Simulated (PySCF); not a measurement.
Al(F)(Et)(OH) (C2H6AlFO), SMILES [F][Al]([OH])[CH2]C.

Coordinates come from a B3LYP-D3(BJ)/def2-SVP optimisation. Other conformers were not sampled.

Method: ωB97X/def2-TZVP (PySCF).

Symmetry labels are those of the subgroup Cs that the program uses (full group Cs).

Task: List the valence orbital energies around the gap with their symmetry. (The exact figures need the calculation; the answer reports its results.)

Result: 
| orbital | symmetry | energy (eV) |
|---|---|---|
| HOMO−7 | A' | -14.34 |
| HOMO−6 | A' | -13.96 |
| HOMO−5 | A" | -13.91 |
| HOMO−4 | A' | -12.94 |
| HOMO−3 | A" | -12.26 |
| HOMO−2 | A' | -12.22 |
| HOMO−1 | A" | -11.88 |
| HOMO | A' | -10.60 |
| LUMO | A' | 1.64 |
| LUMO+1 | A" | 2.07 |
| LUMO+2 | A' | 3.33 |
| LUMO+3 | A' | 3.44 |
